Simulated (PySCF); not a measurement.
Fe³⁺ (iron, charge +3): LDA calculation

Configuration: [Ar] 3d5, high-spin 6S determinant. Calculation: PySCF 2.14, in def2-TZVPPD (6s6p4d2f1g, 67 functions); the non-relativistic Hamiltonian (point nucleus).

* Total energy: -1259.094 hartree
* One-electron energy: -1709.394 hartree
* Hartree (Coulomb) energy: 502.447 hartree
* Exchange-correlation energy: -52.147 hartree
* Kinetic energy: 1259.21525 hartree
* ⟨S²⟩: 8.7505
* ⟨L²⟩: 0.000
* Sum of ⟨r⟩: 13.68 bohr
* Sum of ⟨r²⟩: 13.16 bohr²
* Density at the nucleus (Gaussians lack the cusp): 11600 bohr⁻³
* Spin density at the nucleus: 0.481 bohr⁻³
* Langevin diamagnetic susceptibility: -10.4 ×10⁻⁶ cm³/mol

```csv
shell,electrons,mean orbital energy (eV),"rms radius, mean of both spins (bohr)"
1s α,1,-6955.2,0.0685
1s β,1,-6955.2,0.0685
2s α,1,-843.56,0.293
2s β,1,-840.72,0.293
2p α,3,-734.12,0.262
2p β,3,-731.93,0.262
3s α,1,-130.56,0.875
3s β,1,-124.75,0.875
3p α,3,-98.380,0.922
3p β,3,-92.693,0.922
3d α,5,-45.602,1.09
```
